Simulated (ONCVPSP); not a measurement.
## What one change does to a pseudopotential (thallium (Tl), ONCV)

* Element: thallium (Tl)
* Generator: ONCVPSP 4.0.1
* Type: optimised norm-conserving Vanderbilt (ONCV)
* Functional: LDA (Perdew-Wang 92)
* Relativity: scalar-relativistic
* Frozen core: [Xe] 4f14 5d10
* Valence charge: 3
* Reference configuration: 6s2 6p1
* Partial waves: 6s: rc 2.05 bohr, ncon 5, nbas 9, qcut 2.8 1/bohr, 1 projector; 6p: rc 2.45 bohr, ncon 4, nbas 8, qcut 3.5 1/bohr, 2 projectors, debl 3.3 Ha
* Local potential: polynomial inside 2.00 bohr (lpopt 5, dvloc0 6 Ha)
* Core correction: Teter function, fcfact 5.25, rcfact 1.7

Change: core correction Teter function, fcfact 1.5, rcfact 1.5.

Cutoffs: the cutoffs (Ha) at which the residual kinetic energy of the hardest occupied pseudo-wave falls to 1 and 0.1 mHa per electron; they do not see the model core or the augmentation charge, which bear on the density cutoff. Errors are all-electron minus pseudo energies relative to the spin-unpolarised reference configuration.

Problem. How do hardness, ghosts and transferability respond?

Solution. The potential gets neither clearly harder nor softer (11 Ha and 37 Ha → 11 Ha and 37 Ha); of the 4 tests that both files solve, the error grows in 0 and shrinks in 4 by more than 15 % and 0.3 meV (median size 99.3 → 14.3 meV); neither file shows a bound ghost. A model core, the more so a compact one, raises the density cutoff, which this test does not measure.

```csv
quantity,base,changed
"cutoff, loose",11 Ha,11 Ha
"cutoff, tight",37 Ha,37 Ha
bound ghosts,none,none
GHOST(+) flags under 300 eV,none,none
"error for 6s2 6p0, meV [ΔE 5.40 eV]",-152,-20
"error for 6s1 6p0, meV [ΔE 26.60 eV]",-699,-171
"error for 6s2 6p0.5, meV [ΔE 1.97 eV]",-30,-3.9
"error for 6s1 6p2, meV [ΔE 7.49 eV]",-47,-8.5
s: phases at 2.08 bohr within 0.05 rad from the reference energy up to (Ha; the scan ends near 5),1.7,1.7
p: phases at 2.49 bohr within 0.05 rad from the reference energy up to (Ha; the scan ends near 5),to the end of the scan,to the end of the scan
"rms error of d²Exc/dni dnj with the model core, mHa",4.28,7.60
```
